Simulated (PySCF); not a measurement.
A calculated (PBE0, PySCF 2.14, aug-cc-pVDZ-DK, scalar relativity by spin-free X2C-1e) atom or ion has these occupied shells.

| shell | electrons | orbital energy (eV) | rms radius, mean of both spins (bohr) |
| --- | --- | --- | --- |
| 1s α | 1 | -7065.5 | 0.0675 |
| 1s β | 1 | -7065.4 | 0.0675 |
| 2s α | 1 | -864.14 | 0.289 |
| 2s β | 1 | -861.05 | 0.289 |
| 2p α | 3 | -739.49 | 0.261 |
| 2p β | 3 | -736.82 | 0.261 |
| 3s α | 1 | -129.66 | 0.865 |
| 3s β | 1 | -122.11 | 0.865 |
| 3p α | 3 | -94.098 | 0.921 |
| 3p β | 3 | -85.964 | 0.921 |
| 3d α | 5 | -38.041 | 1.11 |
| 4p α | 1 | -18.275 | 2.98 |

**Question.** Name the element and its charge.

**Answer.** Fe²⁺ (iron, charge +2), in [Ar] 3d5 4p1, high-spin 7P determinant (an excited configuration).
